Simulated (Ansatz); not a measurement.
System: sum formula InHCl2 (charge 0, singlet). SMILES: [Cl][InH][Cl]
Geometry: optimised at B3LYP-D3(BJ)/def2-TZVP (Ansatz, a quantum-chemistry and plane-wave program).

Quantity: vertical triplet-singlet gap (E(triplet) - E(singlet); each state is the SCF solution reached for its spin; the UHF <S^2> is 2.10 for the triplet (pure: 2.00); for the triplet the Hartree-Fock reference is unstable and T1 is 0.049), in kcal/mol. Cores are frozen in the correlated levels unless marked. Open shells are spin-unrestricted. Spin-orbit coupling is left out. The frozen core is the preceding noble-gas configuration, with the filled d and f shells of earlier blocks. In def2 rows, elements after Kr have scalar-relativistic effective core potentials.  The program attaches cautions to a run behind CCSD(T)/def2-TZVPPD: other roots.

```tsv
level	program	vertical triplet-singlet gap (kcal/mol)
RI-HF/def2-TZVPPD	Ansatz	128.5
SVWN5/def2-TZVPD	Ansatz	105.4
r2SCAN/def2-TZVPD	Ansatz	111.9
B3LYP/def2-TZVPD	Ansatz	113.3
wB97X-V/def2-TZVPD	Ansatz	132.4
RI-MP2/def2-TZVPPD	Ansatz	147.2
RI-MP2/def2-QZVPPD	Ansatz	148.6
CCSD/def2-SVPD	Ansatz	138.7
CCSD(T)/def2-TZVPPD	Ansatz	135.7
```
